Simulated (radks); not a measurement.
Question: Radial electron density D(r) = 4 pi r^2 rho(r) of an atom or ion with 43 electrons. All-electron calculation, Dirac Kohn-Sham, PBE, spin-unpolarised, spherical densities, point nucleus. Program: a radial shooting solver on a logarithmic mesh with Libxc functionals.

r (bohr)  D(r) (e/bohr)
0.002403          5.313
0.003129          8.171
0.004074          12.32
0.005305          18.08
0.006908          25.67
0.008995          34.87
0.01171           44.77
0.01525           53.55
0.02002           58.82
0.02607           58.48
0.03394           54.01
0.0442            50.73
0.05755           55.00
0.07494           66.44
0.09758           73.88
0.1271            66.48
0.1654            52.03
0.2154            50.12
0.2805            58.27
0.3653            51.90
0.4756            29.71
0.6193            16.25
0.8064            16.62
1.05              15.53
1.367             9.160
1.78              3.562
2.318            0.9538
3.019            0.1637
3.931           0.01440

What is the nuclear charge?

Answer: Z = 46. The innermost maximum, from 1s, lies near gamma/Z bohr with gamma = sqrt(1 - (Z/c)^2) = 0.942, here 0.0205 bohr (found: 0.0224), and its height grows with Z. The density is that of the palladium ion Pd3+ in [Kr] 4d7; the configuration itself is not fixed sharply by these data, and Z only to a few units. D(r) has 4 maxima, at r = 0.0224, 0.0984, 0.299, 0.888 bohr, and minima at 0.0446, 0.194, 0.676 bohr, inside which lie 2.04, 11.17, 29.02 electrons.
